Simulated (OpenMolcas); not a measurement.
## Au6+ in a point-charge field

Au6+ among 6 point charges of -1.7 e arranged as an octahedron (Oh), 1.62 Å from the ion.
```
   1.6200    0.0000    0.0000  -1.70
   0.0000    1.6200    0.0000  -1.70
  -1.6200    0.0000    0.0000  -1.70
   0.0000   -1.6200    0.0000  -1.70
   0.0000    0.0000    1.6200  -1.70
   0.0000    0.0000   -1.6200  -1.70
```

```
Program             : OpenMolcas 26.06
Method              : SS-CASPT2, IPEA 0.25 Eh, imaginary shift 0.1 Eh (closed shells correlated: 5s 5p)
Basis               : ANO-RCC-VDZP [7s6p4d2f]
Scalar Hamiltonian  : DKH2, point nucleus
Active space        : 5 electrons in 5 orbitals (5d)
State averaging     : 2S+1 = 6 even, 1 root; 2S+1 = 4 even, 24 roots; 2S+1 = 2 even, 75 roots
Spin-orbit coupling : state interaction with AMFI integrals over the reference wave functions
```

The lowest spin-free states (labels of O, the rotations of Oh), above the lowest:

| State | Degeneracy | E (cm-1) | Free-ion L (%) |
| --- | --- | --- | --- |
| 6A1 | 1 | 0 | S (100) |
| 4T1 | 3 | 19820 | G (62) |
| 2T2 | 3 | 25190 | I (36) |
| 4T2 | 3 | 25360 | G (69) |
| 4E | 2 | 30310 | G (100) |
| 4A1 | 1 | 30540 | G (100) |
| 4T2 | 3 | 33180 | D (70) |
| 2A2 | 1 | 34020 | I (61) |
| 2T1 | 3 | 35100 | I (65) |
| 2T2 | 3 | 36230 | I (58) |
| 4E | 2 | 36280 | D (100) |
| 2E | 2 | 38120 | I (51) |
| 4T1 | 3 | 42580 | P (57) |
| 2T1 | 3 | 42920 | F (43) |
| 2A1 | 1 | 44080 | I (97) |
| 2E | 2 | 44550 | D (45) |
| 2T2 | 3 | 45550 | I (59) |
| 2T2 | 3 | 47260 | D (41) |
| 2A1 | 1 | 49790 | G (92) |
| 4A2 | 1 | 50240 | F (100) |

The lowest levels with spin-orbit coupling:

```json
{"E (cm-1)": "0", "Degeneracy": "2", "Label": "Γ7", "2S+1": "6 (56 %)", "g": "2.92 2.92 2.92"}
{"E (cm-1)": "1360", "Degeneracy": "4", "Label": "Γ8", "2S+1": "6 (71 %)", "g": ""}
{"E (cm-1)": "12820", "Degeneracy": "2", "Label": "Γ7", "2S+1": "2 (47 %)", "g": "2.35 2.35 2.35"}
{"E (cm-1)": "19720", "Degeneracy": "4", "Label": "Γ8", "2S+1": "4 (63 %)", "g": ""}
{"E (cm-1)": "23130", "Degeneracy": "4", "Label": "Γ8", "2S+1": "4 (58 %)", "g": ""}
{"E (cm-1)": "25770", "Degeneracy": "2", "Label": "Γ6", "2S+1": "4", "g": "0.64 0.64 0.64"}
{"E (cm-1)": "26140", "Degeneracy": "4", "Label": "Γ8", "2S+1": "4 (81 %)", "g": ""}
{"E (cm-1)": "26180", "Degeneracy": "2", "Label": "Γ7", "2S+1": "4 (80 %)", "g": "2.40 2.40 2.40"}
{"E (cm-1)": "29130", "Degeneracy": "4", "Label": "Γ8", "2S+1": "4 (65 %)", "g": ""}
{"E (cm-1)": "29990", "Degeneracy": "2", "Label": "Γ6", "2S+1": "4 (87 %)", "g": "2.10 2.10 2.10"}
{"E (cm-1)": "30520", "Degeneracy": "2", "Label": "Γ7", "2S+1": "4 (53 %)", "g": "2.94 2.94 2.94"}
{"E (cm-1)": "30700", "Degeneracy": "4", "Label": "Γ8", "2S+1": "4 (65 %)", "g": ""}
{"E (cm-1)": "32600", "Degeneracy": "2", "Label": "Γ6", "2S+1": "4 (64 %)", "g": "1.06 1.06 1.06"}
{"E (cm-1)": "33170", "Degeneracy": "4", "Label": "Γ8", "2S+1": "4 (63 %)", "g": ""}
{"E (cm-1)": "33540", "Degeneracy": "4", "Label": "Γ8", "2S+1": "4 (71 %)", "g": ""}
{"E (cm-1)": "35140", "Degeneracy": "2", "Label": "Γ7", "2S+1": "4 (57 %)", "g": "1.28 1.28 1.28"}
{"E (cm-1)": "35380", "Degeneracy": "4", "Label": "Γ8", "2S+1": "4 (85 %)", "g": ""}
{"E (cm-1)": "38200", "Degeneracy": "2", "Label": "Γ6", "2S+1": "4 (88 %)", "g": "2.74 2.74 2.74"}
{"E (cm-1)": "40550", "Degeneracy": "4", "Label": "Γ8", "2S+1": "4 (82 %)", "g": ""}
{"E (cm-1)": "40940", "Degeneracy": "2", "Label": "Γ7", "2S+1": "4 (77 %)", "g": "0.85 0.85 0.85"}
```

Powder χT (cm3 K/mol): 0.808 at 2 K, 0.829 at 10 K, 0.935 at 50 K, 1.07 at 100 K, 1.34 at 200 K, 1.6 at 300 K. The effective moment at 300 K is 2.828 √(χT) = 3.58 μB.

A least-squares ligand-field fit to the states below 45000 cm-1, each weighted by its degeneracy and with a free common offset, gives 10Dq = 12856 cm-1, B = 884 cm-1 and C = 4160 cm-1 (C/B = 4.71), with an rms deviation of 325 cm-1.

Roots that are degenerate in the reference are averaged as groups; the widest CASPT2 spread within a group is 170 cm-1 (the 3-fold group of multiplicity 4 near 19800 cm-1 above the lowest state of its run). Shifts and gaps below about the spread of the groups concerned are not significant. Spin-orbit coupling mixes the spin-free states strongly: the lowest level takes only 56 % from its leading state, 6A1. Point charges give a weaker field than real ligands, and real ions of this kind are as a rule low spin; the high spin found here belongs to the model. This field is weak: 10Dq is about 12856 cm-1, while octahedral complexes of 5d ions of charge 3 and more, computed by the same method with explicit ligands, had a median near 35000 cm-1. Ground spin and moment need not be those of a real site. Free-ion shares, where given, are those of the reference states; single-state CASPT2 does not remix them. Point charges carry no covalency, so the field is a model and not that of real ligands. No measured value stands beside these numbers.
